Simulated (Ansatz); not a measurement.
C$_{2}$H$_{7}$NOS$_{2}$W (`C[N](C)[W]([OH])(=[S])=[S]`). Total charge 0; spin multiplicity 1. Correlated methods include outer-core shells of W, which these sets cover unevenly. W: def2 effective core potential.

```xyz
14

C    -0.6127    0.2421    1.6202
N     0.0898    0.0685    0.3621
C     1.4123   -0.5028    0.5497
W    -0.5735    0.5218   -1.3797
O    -1.2647   -1.0452   -2.1733
S    -2.1272    1.9636   -1.1527
S     1.0343    1.2914   -2.5516
H    -0.7379   -0.7262    2.1187
H    -1.5927    0.6834    1.4586
H    -0.0352    0.8960    2.2849
H     2.0191    0.1517    1.1869
H     1.3340   -1.4825    1.0351
H     1.9263   -0.6257   -0.4019
H    -0.8720   -1.4361   -2.9570
```

Give the diagnostics of a CCSD(T)/def2-TZVPP run (frozen core, the Gaussian-basis code of Ansatz). (Estimate.)

Computed: T1 = 0.0208, largest single amplitude 0.051, largest double 0.036, (T) share of the correlation energy 5.6 %, 15 CCSD cycles. The RHF solution is stable towards an unrestricted one. T1 lies over the customary mark of 0.02 for closed shells; compounds of d metals often pass it without a breakdown.
